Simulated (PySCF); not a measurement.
## Si(2+): excitation energy

Si(2+) [Ne] 3s2 (1S) → Si(2+) [Ne] 3s1 3p1 (3P), as a difference of total energies. All numbers are calculated (PySCF 2.14, no relativity, point nucleus, in aug-cc-pwCVTZ (8s7p5d3f, 75 functions)). Correlated levels: nothing frozen. The calculations carry no spin-orbit coupling.

| method | excitation energy (eV) |
| --- | --- |
| UHF | 5.282 |
| MP2 (all electrons) | 6.296 |
| SCS-MP2 (all electrons) | 6.474 |
| CCSD (all electrons) | 6.468 |
| CCSD(T) (all electrons) | 6.511 |

How much does correlation contribute at CCSD(T) (all electrons)?

6.511 − (5.282) = 1.229 eV, measured against UHF.

A first-order spin-orbit estimate (lowest level to lowest level, LS coupling) adds -0.027 eV.
